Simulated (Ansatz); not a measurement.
```yaml
crystal:
  periodic: [false, false, false]
  atoms:
    - {symbol: C, position_ang: [0.431530, 0.777955, 1.680037]}
    - {symbol: Si, position_ang: [-0.138146, -0.093674, -0.067396]}
    - {symbol: C, position_ang: [1.309185, -1.273867, -0.534644]}
    - {symbol: C, position_ang: [-1.540432, -0.989647, 0.221392]}
    - {symbol: Al, position_ang: [-0.016054, 1.665617, -1.847044]}
    - {symbol: F, position_ang: [-1.335648, 2.713434, -1.666892]}
    - {symbol: F, position_ang: [0.739084, 1.779399, -2.998880]}
    - {symbol: H, position_ang: [1.333672, 1.352076, 1.664838]}
    - {symbol: H, position_ang: [-0.358244, 1.627721, 1.913448]}
    - {symbol: H, position_ang: [0.424605, 0.086373, 2.562266]}
    - {symbol: H, position_ang: [1.300244, -1.622410, -1.312439]}
    - {symbol: H, position_ang: [1.423334, -1.899006, 0.486707]}
    - {symbol: H, position_ang: [2.370943, -0.711033, -0.531523]}
    - {symbol: H, position_ang: [-1.789082, -1.492279, -0.785692]}
    - {symbol: H, position_ang: [-1.606863, -1.544924, 0.942839]}
    - {symbol: H, position_ang: [-2.555577, -0.206828, 0.261887]}
basis:
  gaussian: {orbitals: cc-pVDZ}
hamiltonian: {xc: {name: SPW92}}
smearing: {width: 0.1}
output: {forces: true}
```

```sh
$ ansatz run in.yaml --threads 2 --pin off --events-out ev --progress --plain --max-ram 20480MiB --backend cpu
```

Output, abridged:

```
Error: YAML parse error: error: line 23 column 1: unknown field `smearing`, expected one of crystal, accuracy, basis, kpoints, hamiltonian, magnetization, projection, total_charge, correlation, batch, efield, external_charges, scf, relax, neb, saddle, md, ramp, phonons, dielectric, real_time, elastic, magnetic_configurations, gw, evaluate, workflow, output, checkpoint, execution
21 |   gaussian: {orbitals: cc-pVDZ}
22 | hamiltonian: {xc: {name: SPW92}}
23 | smearing: {width: 0.1}
24 | output: {forces: true}
```

Task: Something in this input is off. What?

Result: The input holds a key that doesn't belong there. The program refused the input.
